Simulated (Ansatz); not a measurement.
The same ligand exchange along the group B, Al, Ga.

Program: Ansatz. Geometries: PBE0-D4/def2-TZVP. ΔE: electronic, gas phase. CCSD(T)/CBS adds triple-zeta CCSD(T) − MP2 to the extrapolated MP2 energy (def2 sets, frozen cores). This one scheme is used for every species. Functionals use def2-TZVPP. Elements past krypton have def2 core potentials. For Ga, Sn outer-core shells are correlated without core-valence functions, which leaves a few kJ/mol of doubt a bond. Scalar relativity is left out up to krypton. Each species was taken in one conformer, which may not be the lowest.

```json
{"reaction": "`[BH2][SnH2][CH3]` + `N=CO` → `[CH3][SnH2][O]C=N` + BH₃", "r2SCAN-D4 (kJ/mol)": "-30", "PBE-D4 (kJ/mol)": "-21", "HF/CBS(def2) (kJ/mol)": "-36", "MP2/CBS(def2) (kJ/mol)": "-38"}
{"reaction": "`[CH3][SnH2][AlH2]` + `N=CO` → `[CH3][SnH2][O]C=N` + `[AlH3]`", "r2SCAN-D4 (kJ/mol)": "24", "PBE-D4 (kJ/mol)": "32", "HF/CBS(def2) (kJ/mol)": "16", "MP2/CBS(def2) (kJ/mol)": "17"}
{"reaction": "`[CH3][SnH2][GaH2]` + `N=CO` → `[CH3][SnH2][O]C=N` + `[GaH3]`", "r2SCAN-D4 (kJ/mol)": "33", "PBE-D4 (kJ/mol)": "42", "HF/CBS(def2) (kJ/mol)": "28", "MP2/CBS(def2) (kJ/mol)": "33"}
```

Task: Give the CCSD(T)/CBS values in the same order. (Estimate.)

Result: Computed: -33, 19, 33 kJ/mol.

Largest T1 diagnostic: 0.014, for `[CH3][SnH2][O]C=N`.
